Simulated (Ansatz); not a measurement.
```yaml
crystal:
  periodic: [false, false, false]
  atoms:
    - {symbol: Zr, position_ang: [1.223449, -0.713969, 0.608436]}
    - {symbol: Zr, position_ang: [-1.085760, -0.819503, -0.687372]}
    - {symbol: Zr, position_ang: [-0.137699, 1.533472, 0.078935]}
basis:
  gaussian: {orbitals: def2-mTZVP, fitting: {mean_field: def2-universal-jkfit}, point_charges: [{charge: 0.50, position_ang: [5.723, -0.358, 0.869]}]}
total_charge: 1
magnetization: {spin_polarized: true, initial_magnetization: 1}
hamiltonian: {xc: {name: HSE06}}
scf: {omitted_lower_state_checks: [starts]}
output: {forces: true}
```

```sh
$ ansatz run in.yaml --threads 2 --pin off --events-out ev --progress --plain --max-ram 4352MiB
```

It prints (some lines left out):

```
Functional definition: HSE06
765 factors; integrals over basis functions are off by at most 9.2e-1 eV
765 factors; integrals over basis functions are off by at most 1.9e-7 eV
mean field evaluation 1: about -3815.0661 eV, gradient 4.2e1 eV
mean field evaluation 2: about -3748.5082 eV, gradient 8.8e1 eV
mean field evaluation 4: about -3770.4257 eV, gradient 9.8e1 eV
mean field evaluation 8: about -3826.1221 eV, gradient 3.9e0 eV
mean field evaluation 16: about -3826.5725 eV, gradient 8.9e-2 eV
mean field -3826.57933685 eV, -140.6241968808 hartree, gradient 3.1e-6 eV, S^2 1.880829; 0 other end points of the search recorded, 0 dependent functions left out
reference -3826.57937807 eV, -140.6241983955 hartree; 18, 17 occupied and 81, 82 virtual orbitals, 765 factors
Total energy: -3826.57937807 eV, -140.6241983955 hartree
Atom 0 at     1.223449    -0.713969     0.608436 Å, force    -0.055882     0.016972     0.052573 eV/Å
Atom 1 at    -1.085760    -0.819503    -0.687372 Å, force    -0.277905    -0.301453    -0.172125 eV/Å
Atom 2 at    -0.137699     1.533472     0.078935 Å, force     0.140271     0.266638     0.102231 eV/Å
Dipole moment:    -0.449688     0.045423    -0.098230 e Å
Checks for a lower state left out: starts
```

Hardware: 2 threads of Arm Neoverse N1 on a shared host. Wall time 29 s.

In the def2 sets Zr takes a core potential; there is no spin–orbit coupling. HSE06 is defined as in plane-wave codes, on full-range PBE exchange. The charge 1 doublet is spin-contaminated (final ⟨S²⟩ up to 1.88, 0.75 for a pure state).

The dipole of an ion depends on the origin.
